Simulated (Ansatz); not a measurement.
`[BH2][AlH][SbH2]` + H₂ → `[BH2][AlH2]` + stibine at 400 K and 1 bar (hydrogenolysis of the Al–Sb bond).

Calculated with Ansatz (gas phase, PBE0-D4/def2-TZVP geometries, no zero-point term in ΔE). CBS: MP2 limit from def2 TZ/QZ plus the TZ coupled-cluster correction, frozen cores. This one scheme is used for every species. Elements past krypton have def2 core potentials. For Sb outer-core shells are correlated without core-valence functions, which leaves a few kJ/mol of doubt a bond.

```tsv
species	CCSD(T)/CBS energy (Eh)	H − E (kJ/mol)	S (J/(mol·K))
`[BH2][AlH][SbH2]`	-509.77411	135.7	385.2
H₂	-1.17544	38.0	139.0
`[BH2][AlH2]`	-269.14094	105.2	282.1
`[SbH3]`	-241.78682	65.3	245.6
```

H − E and S are ideal-gas, rigid-rotor, harmonic terms from PBE0-D4/def2-TZVP, for one conformer and one mirror image of each species. The MP2-based limit puts H₂ 0.8 mEh under its directly extrapolated value; such offsets cancel only in part. 1 Eh = 2625.50 kJ/mol, R = 8.31446 J/(mol·K).

Question: By hand: ΔE, ΔH, ΔS and ΔG.

Answer: ΔE = (-269.14094) + (-241.78682) − (-509.77411) − (-1.17544) = 0.02179 Eh = 57.2 kJ/mol. Δ(H − E) = 105.2 + 65.3 − 135.7 − 38.0 = -3.2, so ΔH = 54.0 kJ/mol. ΔS = 282.1 + 245.6 − 385.2 − 139.0 = 3.5 J/(mol·K). ΔG = 54.0 − 400 × (3.5)/1000 = 52.6 kJ/mol.

Question: By hand: the equilibrium constant, and the temperature at which ΔG would vanish if ΔH and ΔS stayed fixed.

Answer: log₁₀ K = −ΔG/(RT ln 10) = -6.9. ΔG = 0 at ΔH/ΔS = 15429 K, far beyond where these terms or the molecules hold.

The number of gas molecules stays the same, so ΔS is small and ΔH decides. A doubt of 5 kJ/mol in ΔE shifts log₁₀ K by 0.7 here. Other conformers and mirror images would add mixing entropy, several J/(mol·K) or more a flexible species. These are equilibria of isolated gas molecules and say nothing of rates. Largest T1 diagnostic: 0.014 (customary marks: 0.02 for closed shells, 0.045 for open ones).
